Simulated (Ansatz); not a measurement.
Consider the cleavage of the Si–Ge bond: `BO[SiH2][GeH3]` + `[SiH3]S` → `BO[SiH2]S[SiH3]` + GeH₄.

Computed with Ansatz on PBE0-D4/def2-TZVP structures; ΔE is electronic, products minus reactants. CBS: MP2 limit from def2 TZ/QZ plus the TZ coupled-cluster correction, frozen cores. DFT in def2-TZVPP. B3LYP here is the variant with VWN-RPA as its local correlation; programs differ in this. For Ge outer-core shells are correlated without core-valence functions, which leaves a few kJ/mol of doubt a bond. Scalar relativity is left out up to krypton. One conformer a species, not always the lowest.

`BO[SiH2][GeH3]`:

Z-matrix (Å, degrees):
```
Si
O 1 1.664
Ge 1 2.384 2 112.6
H 1 1.485 2 107.1 3 121.7
H 1 1.485 2 107.1 3 -121.7
B 2 1.345 1 132.5 3 0.1
H 3 1.537 1 111.7 2 -61.2
H 3 1.537 1 111.6 2 60.9
H 3 1.540 1 108.0 2 179.8
H 6 1.198 2 118.2 1 180.0
H 6 1.205 2 120.1 1 -0.0
```

`[SiH3]S`:

Cartesian coordinates in Å:
```
Si 0.184 -0.087 0.487
S -0.281 -0.544 -1.548
H 1.138 1.047 0.588
H 0.807 -1.321 1.021
H -1.036 0.244 1.266
H -0.813 0.661 -1.814
```

`BO[SiH2]S[SiH3]`:

```xyz
12

B     1.750    0.802    1.139
O     1.686    0.600   -0.191
Si    0.514    0.490   -1.346
S    -1.438    0.919   -0.629
Si   -1.805   -0.978    0.299
H     2.834    0.802    1.650
H     0.746    0.975    1.776
H     0.576   -0.892   -1.877
H     0.820    1.497   -2.383
H    -2.335   -1.949   -0.689
H    -2.803   -0.750    1.371
H    -0.547   -1.515    0.880
```

GeH₄:

```xyz
5

Ge    0.000    0.000    0.000
H    -0.501   -1.421   -0.287
H     1.080   -0.049    1.088
H    -1.171    0.867    0.480
H     0.591    0.603   -1.281
```

CCSD(T)/CBS gives -14.8 kcal/mol.

Question: Another level gave -13.5 kcal/mol. Which?
A. B3LYP-D4/def2-TZVPP
B. PBE/def2-TZVPP
C. SCS-MP2/def2-TZVPP
D. PBE-D4/def2-TZVPP

Answer: D. PBE-D4 -13.5, SCS-MP2/def2-TZVPP -15.6, B3LYP-D4 -14.6, PBE -12.3 kcal/mol.

Largest T1 diagnostic among the species: 0.013.

From PBE to PBE0 (25 % exact exchange), in def2-TZVPP and without D4, ΔE moves by −1.0 kcal/mol. The D4 term adds −1.9 kcal/mol with B3LYP and −1.1 kcal/mol with PBE0; it sums over pairs of atoms, weighted by their polarisabilities, and B3LYP, whose exchange is more repulsive, gets the larger term.
